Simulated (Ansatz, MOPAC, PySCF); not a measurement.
H2S (SMILES S) and C2H6 (SMILES CC) are pulled apart as rigid monomers along the line of their centres of mass, from the B3LYP-D3(BJ)/def2-TZVP minimum. Starting geometry (charge 0, multiplicity 1):
```xyz
11

S      0.148     0.123    -0.199
H      0.903     0.490     0.848
H     -0.293    -0.975     0.435
C     -0.817    -0.158     3.748
C      0.709    -0.123     3.756
H     -1.216     0.121     2.771
H     -1.231     0.536     4.482
H     -1.192    -1.154     3.989
H      1.129    -0.829     3.036
H      1.109    -0.383     4.738
H      1.084     0.872     3.504
```

Interaction energies with rigid monomers; basis-set methods are counterpoise corrected unless marked otherwise.

Correlated levels freeze the cores. Rows in 6-31G* carry no dispersion term and start afresh at each structure (6-31G* with six Cartesian d functions). MP2/6-31G* freezes PySCF's default core. The state that AM1, PM6 reach isn't checked.

Run with Ansatz (Gaussian basis) for Hartree–Fock, density functionals and correlated methods; MOPAC for AM1, PM6 (differences of heats of formation); PySCF for 6-31G* rows. Values without a source in brackets are computed.

```
H2···C5 (Å)  AM1 (kJ/mol)  PM6 (kJ/mol)  B3LYP/def2-TZVPPD (kJ/mol)  MP2/6-31G* (no counterpoise) (kJ/mol)  CCSD(T)/aug-cc-pV(D+d)Z (kJ/mol)
-----------  ------------  ------------  --------------------------  -------------------------------------  --------------------------------
2.68                  0.1           0.1                         6.7                                    1.5                               0.0
2.98                 -0.5          -1.5                         2.3                                   -1.9                              -3.2
3.42                 -0.1          -1.2                         0.6                                   -2.2                              -3.1
4.16                 -0.1             …                         0.3                                   -1.0                              -1.4
5.35                    …          -0.2                         0.1                                   -0.2                              -0.4
```

**Question.** Fill in the missing entries.

**Answer.** 
- 5.35, AM1 (kJ/mol): -0.1
- 4.16, PM6 (kJ/mol): -0.5

Ansatz is a first-principles code.
